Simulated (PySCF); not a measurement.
## Radial density of Ga (gallium, neutral)

B3LYP, [Ar] 3d10 4s1 4p1 5s1, high-spin 4P determinant (an excited configuration). All numbers are calculated (PySCF 2.14, scalar relativity through the core potential, in aug-cc-pVQZ-PP with one added diffuse shell each of s, p, d, f, g type with ECP10MDF (8s7p6d4f3g, 114 functions)). This is the valence pseudo-density: the core potential removes the inner electrons and smooths the orbitals near the nucleus.

| r (bohr) | 4πr²ρ (e/bohr) | 4πr²(ρα − ρβ) |
| --- | --- | --- |
| 0.00178 | 1.456e-05 | 0.0000 |
| 0.00299 | 3.995e-05 | 0.0000 |
| 0.00503 | 0.0001050 | 0.0000 |
| 0.00846 | 0.0002576 | 0.0000 |
| 0.0142 | 0.0005951 | 0.0000 |
| 0.0239 | 0.001331 | 0.0001 |
| 0.0403 | 0.004553 | 0.0001 |
| 0.0677 | 0.03840 | 0.0000 |
| 0.114 | 0.3880 | -0.0014 |
| 0.192 | 2.759 | -0.0069 |
| 0.322 | 12.88 | 0.0356 |
| 0.542 | 26.66 | 0.1013 |
| 0.912 | 13.47 | 0.0199 |
| 1.53 | 2.730 | 0.7942 |
| 2.58 | 0.8666 | 0.7652 |
| 4.34 | 0.2538 | 0.2529 |
| 7.30 | 0.1620 | 0.1620 |
| 12.3 | 0.01670 | 0.0167 |
| 20.7 | 7.131e-05 | 0.0001 |

Energies and moments cover only the electrons outside the core potential. The outer electron is Rydberg-like, and this basis confines it to a smaller radius and binds it less than a complete one would.

Q: Where is the radial spin density 4πr²(ρα − ρβ) most negative, and why is it negative at all?

A: Around r = 0.192 bohr, down to -0.0069 e/bohr: exchange with the open shell polarises the paired shells in an unrestricted calculation.
